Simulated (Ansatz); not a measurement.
Cost and result for the atomization energy of `FC(F)(F)O[SiH](Cl)Cl` (9 atoms, 8 bonds).

```tsv
atom	x (Å)	y (Å)	z (Å)
F1	0.780	1.777	-0.988
C2	-0.261	1.327	-0.295
F3	-1.327	2.030	-0.646
F4	-0.015	1.565	1.002
O5	-0.480	0.027	-0.529
Si6	0.112	-1.289	0.278
Cl7	2.133	-1.212	0.347
Cl8	-0.512	-2.872	-0.808
H9	-0.430	-1.353	1.640
```

Total charge 0; spin multiplicity 1. The structure was optimised at the PBE0-D4/def2-TZVP level. It is one conformer, not always the lowest. Program: Ansatz. All runs use 2 threads of an AMD EPYC 7R13 on a shared host and a share of an NVIDIA H100 80 GB. Times are those of one run each, without the atoms' runs, and a repeat can differ threefold. Electronic energies, without spin–orbit coupling; frozen cores. CCSD(T)/CBS adds CCSD(T) − MP2 in def2-TZVPP to the MP2 limit, and its time is that of the two runs behind it. T1 = 0.011. B3LYP takes the VWN-RPA correlation (the form of Gaussian; ORCA's B3LYP/G).

CCSD(T)/CBS is a level of theory with its own doubt, some kJ/mol a heavy atom from the limit and from the frozen cores, so smaller differences don't rank the functionals.

```tsv
level	functions	wall time
PBE0-D4/def2-TZVPP	295	4.1 s
r2SCAN-D4/def2-TZVPP (with forces)	295	5.5 s
PBE-D4/def2-TZVPP (with forces)	295	5.5 s
B3LYP-D4/def2-TZVPP (with forces)	295	6 s
B2PLYP/def2-TZVPP	295	6 s
ωB97X-V/def2-TZVPP	295	7 s
MP2/def2-QZVPP	525	7.5 s
ωB97M-V/def2-TZVPP (with forces)	295	11 s
CCSD(T)/def2-TZVPP	295	16 s
CCSD(T)/CBS(def2)	–	24 s
```

What atomization energy does each give, and how far from CCSD(T)/CBS? (An estimate is asked.)

The calculation gave: 
```json
{"level": "PBE0-D4/def2-TZVPP", "atomization (kJ/mol)": "3494.7", "difference from CCSD(T)/CBS": "0.2", "per bond": "0.0"}
{"level": "r2SCAN-D4/def2-TZVPP (with forces)", "atomization (kJ/mol)": "3527.4", "difference from CCSD(T)/CBS": "32.9", "per bond": "4.1"}
{"level": "PBE-D4/def2-TZVPP (with forces)", "atomization (kJ/mol)": "3612.8", "difference from CCSD(T)/CBS": "118.3", "per bond": "14.8"}
{"level": "B3LYP-D4/def2-TZVPP (with forces)", "atomization (kJ/mol)": "3437.2", "difference from CCSD(T)/CBS": "-57.3", "per bond": "-7.2"}
{"level": "B2PLYP/def2-TZVPP", "atomization (kJ/mol)": "3424.6", "difference from CCSD(T)/CBS": "-69.9", "per bond": "-8.7"}
{"level": "ωB97X-V/def2-TZVPP", "atomization (kJ/mol)": "3515.1", "difference from CCSD(T)/CBS": "20.6", "per bond": "2.6"}
{"level": "MP2/def2-QZVPP", "atomization (kJ/mol)": "3629.0", "difference from CCSD(T)/CBS": "134.5", "per bond": "16.8"}
{"level": "ωB97M-V/def2-TZVPP (with forces)", "atomization (kJ/mol)": "3516.9", "difference from CCSD(T)/CBS": "22.4", "per bond": "2.8"}
{"level": "CCSD(T)/def2-TZVPP", "atomization (kJ/mol)": "3375.0", "difference from CCSD(T)/CBS": "-119.5", "per bond": "-14.9"}
{"level": "CCSD(T)/CBS(def2)", "atomization (kJ/mol)": "3494.5", "difference from CCSD(T)/CBS": "0.0", "per bond": "0.0"}
```

From PBE to PBE0 (25 % exact exchange), in def2-TZVPP and without D4, the atomization energy moves by −113.9 kJ/mol: exact exchange takes away binding that semilocal exchange gives to molecules. In def2-TZVPP, CCSD(T) changes the Hartree–Fock value by +968.7 kJ/mol (the triples alone add +80.5 kJ/mol) and MP2 by +1151.4 kJ/mol; breaking electron pairs costs correlation energy, which Hartree–Fock lacks. The D4 term adds +45.8 kJ/mol with B3LYP and +24.2 kJ/mol with PBE0; it sums over pairs of atoms, weighted by their polarisabilities, and B3LYP, whose exchange is more repulsive, gets the larger term.
